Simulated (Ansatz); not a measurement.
CH9BGeSi can be A, `B[SiH2][CH2][GeH3]`, or B, `[BH2][GeH2][CH2][SiH3]`.

Gas-phase electronic energies from Ansatz, PBE0-D4/def2-TZVP geometries. CCSD(T)/CBS adds triple-zeta CCSD(T) − MP2 to the extrapolated MP2 energy (def2 sets, frozen cores). DFT in def2-TZVPP. B3LYP here is the variant with VWN-RPA as its local correlation; programs differ in this. For Ge outer-core shells are correlated without core-valence functions, which leaves a few kJ/mol of doubt a bond. Scalar relativity is left out up to krypton. One conformer a species, not always the lowest.

Q: Which isomer does CCSD(T)/CBS put lower? Give the gap. (An estimate is asked.)

A: The calculation gave: B, by 3.2 kcal/mol.

Q: Give E(B) − E(A) in kcal/mol with B3LYP-D4, B2PLYP, B3LYP, CCSD(T)/def2-TZVPP, CCSD/def2-TZVPP, r2SCAN-D4, PBE-D4. (Estimate.)

A: Ansatz gave: B3LYP-D4 -2.7, B2PLYP -2.8, B3LYP -2.3, CCSD(T)/def2-TZVPP -3.0, CCSD/def2-TZVPP -3.0, r2SCAN-D4 -2.3, PBE-D4 -2.0. None reverses the order clearly.

Largest T1 diagnostic: 0.011.
